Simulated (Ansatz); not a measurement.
BClGeH$_{5}$NO (`NB(Cl)[O][GeH3]`). The species carries charge 0 and has multiplicity 1.

```xyz
10

N     1.383   -0.046   -0.932
B     0.953    0.783    0.114
Cl    2.081    2.054    0.666
O    -0.240    0.706    0.742
Ge   -1.561   -0.477    0.562
H     0.815   -0.765   -1.343
H     2.282    0.072   -1.362
H    -2.845    0.297    0.869
H    -1.309   -1.609    1.566
H    -1.559   -1.015   -0.882
```

Q: List the harmonic frequencies (cm⁻¹, unscaled) at PBE0-D4/def2-TZVP in Ansatz. (Best estimate.)

A: Computed: 43, 63, 125, 243, 363, 412, 523, 581, 592, 644, 666, 719, 859, 872, 877, 961, 1219, 1443, 1628, 2143, 2177, 2200, 3637, 3740.

Q: Is this a minimum?

A: Yes, all 24 modes are real.

Q: Give the ideal-gas thermochemistry at 298.15 K and 1 bar (rigid rotor, harmonic oscillator; point group C1, symmetry number 1).

A: Zero-point energy 159.9 kJ/mol; H(298) − E = 182.0 kJ/mol; entropy 372.1 J/(mol·K), of which translation 171.7, rotation 118.8, vibration 81.6; G(298) − E = 71.1 kJ/mol. Modes under 100 cm⁻¹ are hindered rotations or soft bends, so the harmonic entropy is rough.

Q: And at 400, 500, 600, 800 and 1000 K?

A: 
```json
{"T (K)": "400", "H − E (kJ/mol)": "194.6", "S (J/mol/K)": "408.2", "G − E (kJ/mol)": "31.3"}
{"T (K)": "500", "H − E (kJ/mol)": "208.7", "S (J/mol/K)": "439.6", "G − E (kJ/mol)": "-11.1"}
{"T (K)": "600", "H − E (kJ/mol)": "224.2", "S (J/mol/K)": "467.8", "G − E (kJ/mol)": "-56.5"}
{"T (K)": "800", "H − E (kJ/mol)": "258.1", "S (J/mol/K)": "516.5", "G − E (kJ/mol)": "-155.1"}
{"T (K)": "1000", "H − E (kJ/mol)": "295.0", "S (J/mol/K)": "557.6", "G − E (kJ/mol)": "-262.6"}
```

Q: Rotational constants (cm⁻¹)?

A: 0.2353, 0.0322, 0.02865.
